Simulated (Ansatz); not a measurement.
A nudged elastic band was laid between two geometries of ClH3OSn + FH (8 atoms, charge 0, multiplicity 1).

All numbers below come from Ansatz, RHF/def2-SVP.

```json
{
 "movable images": "5",
 "climbing image": "yes",
 "spring": "5.0 eV/Å²",
 "optimiser": "quadratic models (default)",
 "start path": "through a guess of the saddle point",
 "force threshold": "0.03 eV/Å",
 "iteration limit": "60",
 "end points": "relaxed"
}
```

Image 0:

```xyz
8
Properties=species:S:1:pos:R:3
Sn 0.313 0.088 0.102
H 0.779 0.009 1.726
O 1.878 -0.100 -1.054
H 2.380 -0.900 -1.035
H -0.525 1.424 -0.491
Cl -0.979 -1.875 -0.316
F -2.377 0.047 1.672
H -2.503 -0.752 1.261
```

Image 6:

```xyz
8
Properties=species:S:1:pos:R:3
Sn -0.477 -0.313 -0.650
H 0.040 1.060 2.806
O 1.425 -0.493 -0.359
H 1.804 -1.356 -0.274
H -0.968 1.293 -0.659
Cl -1.078 -1.479 -2.571
F -1.329 -1.269 0.768
H -0.452 0.498 2.804
```

Question: What changes between the two ends?

Answer: Bonds broken: Sn1–H2, F7–H8. Bonds formed: Sn1–F7, H2–H8. ClH3OSn + FH becomes ClFH2OSn + H2.

Question: What energy profile does the band end with?

Answer: It converged. The highest image is number 2 of 0 to 6, 197.0 kJ/mol above the first end and 193.0 kJ/mol above the last; the last end lies 4.0 kJ/mol above the first. A structure lower than the last end lies on the path between it and the top, so the climb from that side starts below the end, which may itself be a saddle point or a shallow side well. Neighbouring images differ by up to 1.8 eV, so the band resolves the path poorly. A vibrational analysis at the climbing image gives one clearly imaginary mode, 1608i cm⁻¹: a first-order saddle point. The orbitals stay closed-shell, which can raise the energy where a bond breaks towards radicals; this wasn't checked here.

| image | path coordinate (Å) | energy (kJ/mol) | Sn1–H2 (Å) | F7–H8 (Å) | Sn1–F7 (Å) |
| --- | --- | --- | --- | --- | --- |
| 0 | 0.00 | 0.0 | 1.69 | 0.91 | 3.11 |
| 1 | 1.61 | 18.6 | 1.70 | 0.90 | 2.94 |
| 2 | 3.22 | 197.0 | 1.99 | 1.21 | 2.16 |
| 3 | 4.83 | 18.7 | 3.23 | 2.16 | 1.92 |
| 4 | 6.45 | 2.9 | 4.67 | 2.64 | 1.91 |
| 5 | 8.06 | 3.2 | 4.59 | 2.60 | 1.91 |
| 6 | 9.68 | 4.0 | 3.75 | 2.84 | 1.91 |

Question: What is the geometry of the highest image?

Answer: 
```xyz
8
Properties=species:S:1:pos:R:3
Sn -0.316 -0.007 -0.189
H 0.140 -0.513 1.685
O 1.606 -0.025 -0.519
H 2.113 -0.798 -0.319
H -0.811 1.478 -0.791
Cl -1.141 -1.958 -1.150
F -1.839 0.069 1.342
H -0.786 -0.304 1.805
```

Time of the run: 5.4 min on 1 thread of Intel(R) Xeon(R) Platinum 8375C CPU @ 2.90GHz (Ice Lake) (shared host), peak memory 0.2 GiB.
